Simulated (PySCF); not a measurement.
**Atomic charges by several schemes**

Compound: C5H13NSi.
Atom-mapped SMILES: `[H]/[N:7]=[CH:6]/[SiH2:5][C:2]([CH3:1])([CH3:3])[CH3:4]` (hydrogens: H8, H9, H10 on C1; H11, H12, H13 on C3; H14, H15, H16 on C4; H17, H18 on Si5; H19 on C6; H20 on N7)

Structure used (PBE0-D3(BJ)/def2-SVP), in Å, numbered top down from 1:
```xyz
20
C5H13NSi angstrom
C     -0.2923   -1.0428    1.0837
C     -0.6970    0.1103    0.1597
C     -1.0506   -0.4311   -1.2294
C     -1.8917    0.8645    0.7509
Si     0.7566    1.3228    0.0076
C      2.3337    0.5152   -0.6879
N      2.3368   -0.7010   -1.0663
H      0.5657   -1.5967    0.6743
H     -1.1336   -1.7499    1.1955
H     -0.0270   -0.6861    2.0925
H     -0.1965   -0.9605   -1.6774
H     -1.8929   -1.1420   -1.1537
H     -1.3603    0.3740   -1.9155
H     -2.2014    1.7103    0.1156
H     -1.6745    1.2591    1.7569
H     -2.7594    0.1872    0.8428
H      1.1144    1.9054    1.3429
H      0.4129    2.4681   -0.8986
H      3.2462    1.1487   -0.7497
H      3.2609   -0.9801   -1.4180
```

Density: PBE0/pcSseg-1 (PySCF); schemes: Mulliken, IAO, Hirshfeld and ESP-fitted. The structure is a single PBE0-D3(BJ)/def2-SVP conformer in the gas phase; no vibrational or solvent corrections.

Question: Which atoms carry the highest charge in the Mulliken, IAO, Hirshfeld and ESP-fitted schemes?

Answer: The schemes don't all agree: Mulliken Si5 (+0.692); IAO Si5 (+0.721); Hirshfeld Si5 (+0.326); ESP-fitted C2 (+0.522).

Question: At which atom do the 4 schemes differ most?

Answer: At C2: from -0.742 (Mulliken) to +0.522 e (ESP-fitted), 1.264 e apart.

Question: Give the atomic charges in each scheme.

Answer: In e:

| atom | environment | Mulliken | IAO | Hirshfeld | ESP-fitted |
| --- | --- | --- | --- | --- | --- |
| C1 | methyl carbon | -0.197 | -0.408 | -0.119 | -0.522 |
| C2 | sp3 carbon bound to silicon | -0.742 | -0.194 | -0.052 | +0.522 |
| C3 | methyl carbon | -0.197 | -0.409 | -0.119 | -0.449 |
| C4 | methyl carbon | -0.188 | -0.404 | -0.116 | -0.556 |
| Si5 | SiH2 silicon | +0.692 | +0.721 | +0.326 | +0.202 |
| C6 | C=N carbon | -0.244 | -0.216 | -0.033 | +0.197 |
| N7 | C=N nitrogen | -0.333 | -0.410 | -0.188 | -0.599 |
| H8 | methyl hydrogen | +0.141 | +0.148 | +0.031 | +0.122 |
| H9 | methyl hydrogen | +0.108 | +0.128 | +0.036 | +0.122 |
| H10 | methyl hydrogen | +0.113 | +0.128 | +0.035 | +0.120 |
| H11 | methyl hydrogen | +0.143 | +0.149 | +0.031 | +0.103 |
| H12 | methyl hydrogen | +0.107 | +0.128 | +0.035 | +0.103 |
| H13 | methyl hydrogen | +0.112 | +0.128 | +0.035 | +0.102 |
| H14 | methyl hydrogen | +0.118 | +0.132 | +0.037 | +0.129 |
| H15 | methyl hydrogen | +0.117 | +0.132 | +0.037 | +0.131 |
| H16 | methyl hydrogen | +0.113 | +0.132 | +0.038 | +0.130 |
| H17 | Si–H hydrogen | -0.073 | -0.121 | -0.082 | -0.103 |
| H18 | Si–H hydrogen | -0.071 | -0.119 | -0.081 | -0.101 |
| H19 | hydrogen on a C=N carbon | +0.116 | +0.110 | +0.038 | +0.029 |
| H20 | N–H hydrogen | +0.167 | +0.246 | +0.111 | +0.319 |

Mean size of the charges over all atoms: ESP-fitted 0.233 e, IAO 0.228 e, Mulliken 0.205 e, Hirshfeld 0.079 e. Each set sums to the total charge, 0, to within 0.001 e. The Hirshfeld scheme divides the density at each point in proportion to the densities of the neutral, spherically averaged free atoms.

Question: Sum the charges by element, for elements with more than one atom.

Answer: 
```tsv
element	atoms	Mulliken	IAO	Hirshfeld	ESP-fitted
C	5	-1.569	-1.631	-0.440	-0.808
H	13	+1.210	+1.321	+0.302	+1.205
```

Question: How many electrons does the IAO scheme count on C6?

Answer: Z − q = 6 − (-0.216) = 6.216.

Question: How closely do the schemes follow one another over all atoms?

Answer: Correlation coefficient and root-mean-square difference: IAO with Hirshfeld 0.96, 0.177 e; Mulliken with IAO 0.85, 0.151 e; Mulliken with Hirshfeld 0.82, 0.196 e; IAO with ESP-fitted 0.68, 0.228 e; Hirshfeld with ESP-fitted 0.66, 0.239 e; Mulliken with ESP-fitted 0.25, 0.349 e.

These values come from a run that also computed NMR shieldings. On Arm Neoverse V1, one thread, no GPU (shared host), this took 30 s wall and 1.0 GiB of memory at its peak.
